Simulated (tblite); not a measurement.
C₉H₁₀OSi.
Cartesian coordinates in Å at the GFN2-xTB level; atoms count from 1:
```xyz
21
C9H10OSi angstrom
Si     3.099    0.278    0.911
C      2.184   -0.508   -0.579
C      0.785   -0.810   -0.211
O      0.489   -2.014    0.307
C     -0.820   -2.050    0.622
C     -1.410   -0.847    0.315
C     -2.719   -0.325    0.424
C     -2.941    0.954    0.018
C     -1.903    1.762   -0.513
C     -0.631    1.295   -0.643
C     -0.356   -0.025   -0.228
H      2.428    1.532    1.253
H      4.486    0.526    0.513
H      3.050   -0.652    2.038
H      2.196    0.171   -1.430
H      2.683   -1.430   -0.876
H     -1.201   -2.959    1.042
H     -3.510   -0.940    0.825
H     -3.932    1.380    0.093
H     -2.144    2.770   -0.819
H      0.159    1.909   -1.051
```

Calculated harmonic vibrations of the isolated species, GFN2-xTB (tblite), most abundant isotopes, no scaling. This tight-binding method is rough: wavenumbers can miss measured ones by several per cent, in bad cases by 10 to 20. Modes of hydrogen on silicon can be 10 to 20 % off. One conformer, not necessarily the lowest.

Harmonic wavenumbers (cm⁻¹): 29.8, 75.2, 105.3, 170.6, 197.1, 226.3, 330.7, 404.1, 437.0, 489.0, 504.0, 526.8, 530.6, 574.6, 615.6, 674.6, 700.1, 713.7, 748.7, 758.3, 765.3, 772.0, 780.4, 784.2, 796.4, 864.9, 873.2, 906.0, 922.2, 1007.9, 1045.9, 1089.2, 1127.8, 1162.0, 1177.4, 1198.0, 1213.7, 1238.9, 1287.2, 1346.8, 1365.3, 1426.0, 1445.8, 1461.9, 1559.3, 1567.6, 1630.8, 2267.2, 2279.2, 2285.8, 2993.5, 2995.9, 3068.4, 3073.3, 3083.2, 3090.9, 3176.7.

A = 1852, B = 675.2, C = 540.6 MHz; mass 162.050 u (most abundant isotopes); point group C1, symmetry number 1.

Problem. Zero-point energy?

Solution. ½Σν̃ = 33971 cm⁻¹ = 97.13 kcal/mol.

Problem. What is S at 350 K and 1 bar for an ideal gas of classical rigid rotors and harmonic oscillators?

Solution. Translation 41.98, rotation 31.02, vibration 36.18: S = 109.2 cal/(mol K).

Problem. And Cp and H(350 K) − H(0)?

Solution. Cp = 50.24 cal/(mol K), of which vibrations give 42.29 (their classical limit is 57 R = 113.3); H(350 K) − H(0) = 9.61 kcal/mol without the zero-point energy, 6.83 from vibrations.

Problem. What must be added to the electronic energy to get the Gibbs energy at 350 K and 1 bar?

Solution. ZPE + [H(350 K) − H(0)] − T·S = 97.13 + 9.61 − 38.21 = 68.53 kcal/mol.

Problem. Blend soft modes into free rotors: weight 1/[1 + (100 cm⁻¹/ν̃)⁴] for the oscillator and the rest for a rotor with moment μB/(μ + B), μ = h/(8π²ν), B = 10⁻⁴⁴ kg m². What vibrational entropy results?

Solution. 33.13 cal/(mol K) in place of 36.18, which changes −T·S at 350 K by +1.07 kcal/mol.

Problem. How do the functions run with temperature in this model?

Solution. 
```tsv
T (K)	S (cal/(mol K))	Cp (cal/(mol K))	H − H(0) (kcal/mol)	G − H(0) (kcal/mol)	ln q(vib)
50	61.2	12.9	0.51	-2.55	0.74
100	71.7	17.7	1.27	-5.89	1.92
298.15	101.7	43.4	7.18	-23.14	6.96
373.15	112.5	53.1	10.81	-31.17	9.04
500	130.0	66.6	18.44	-46.56	12.70
750	160.6	84.1	37.47	-83.00	19.91
1000	186.4	94.9	59.95	-126.47	26.71
```

q(vib) and H(0) count from the zero-point level.

Problem. Which modes carry the vibrational entropy at 350 K?

Solution. 29.8 cm⁻¹: 6.16; 75.2 cm⁻¹: 4.33; 105.3 cm⁻¹: 3.67; 170.6 cm⁻¹: 2.73; 197.1 cm⁻¹: 2.46; 226.3 cm⁻¹: 2.20 cal/(mol K); the other 51 give 14.63 together.

Hindered rotation and anharmonicity are outside this model. Other conformers, if any are populated, would add a mixing term that is left out. The structure is chiral; the term R ln 2 for an equal mix with its mirror image is left out.

Run on one thread, x86-64 server, shared host. This covers the Hessian and the dipole derivatives.
